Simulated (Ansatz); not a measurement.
Start from `FC(F)(F)C1=CC(C(F)(F)F)=[O+][Al-]([F])([Cl])[O]1` and change one atom or group to get `[CH3][Al-]1([F])[O]C(C(F)(F)F)=CC(C(F)(F)F)=[O+]1`.

Ansatz, PBE0-D4/def2-TZVP geometries, multiplicity 1. 

```
                                        property  `FC(F)(F)C1=CC(C(F)(F)F)=[O+][Al-]([F])([Cl])[O]1`
             HOMO–LUMO gap (PBE/def2-TZVPP) / eV                                                3.10
size of the dipole moment (B3LYP/def2-TZVPP) / D                                                3.65
             HOMO energy (B3LYP/def2-TZVPP) / eV                                               -8.77
              HOMO energy (PBE0/def2-TZVPP) / eV                                               -9.00
           LUMO energy (ωB97M-V/def2-TZVPP) / eV                                               -1.72
           HOMO energy (ωB97M-V/def2-TZVPP) / eV                                              -11.14
```

(1) Give the same properties after the change, and the shifts. (An estimate is asked.)

Results:

(1) Computed: 
```tsv
property	`[CH3][Al-]1([F])[O]C(C(F)(F)F)=CC(C(F)(F)F)=[O+]1`	shift
HOMO–LUMO gap (PBE/def2-TZVPP) / eV	2.85	-0.25
size of the dipole moment (B3LYP/def2-TZVPP) / D	2.72	-0.93
HOMO energy (B3LYP/def2-TZVPP) / eV	-8.33	0.44
HOMO energy (PBE0/def2-TZVPP) / eV	-8.56	0.44
LUMO energy (ωB97M-V/def2-TZVPP) / eV	-1.51	0.21
HOMO energy (ωB97M-V/def2-TZVPP) / eV	-10.77	0.37
```

With PBE0 the HOMO rises by 0.44 eV and the LUMO rises by 0.23 eV, so the gap narrows by about 0.21 eV. PBE moves the HOMO by 0.47 eV and ωB97M-V by 0.37 eV. Dipoles are sizes alone; their direction can turn.

B3LYP here is the variant with VWN-RPA as its local correlation; programs differ in this.
